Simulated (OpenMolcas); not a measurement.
## CuF (fluorocopper): methods side by side

The species is CuF (2 atoms), meant as a singlet with charge 0. As SMILES, `[F][Cu]`. The coordinates come from a PBE0-D4/def2-TZVP relaxation.

```xyz
2

F     0.7510   -0.2689    0.3771
Cu   -0.7510    0.2689   -0.3771
```

Each level gives the dipole moment (D). The values are calculated.

(1) The value from experiment is 5.77 D (NIST CCCBDB). From what is known of these methods, estimate their order from the nearest to it to the farthest.
A. BLYP/def2-TZVPP (OpenMolcas)
B. B3LYP/def2-TZVPP (OpenMolcas)
C. HF/def2-TZVPP (OpenMolcas)
D. PBE/def2-TZVPP (OpenMolcas)
E. M06-L/def2-TZVPP (OpenMolcas)

## Answers

(1) C (6.38 D, +0.61), B (5.10 D, -0.67), E (4.91 D, -0.86), D (4.58 D, -1.19), A (4.52 D, -1.25).
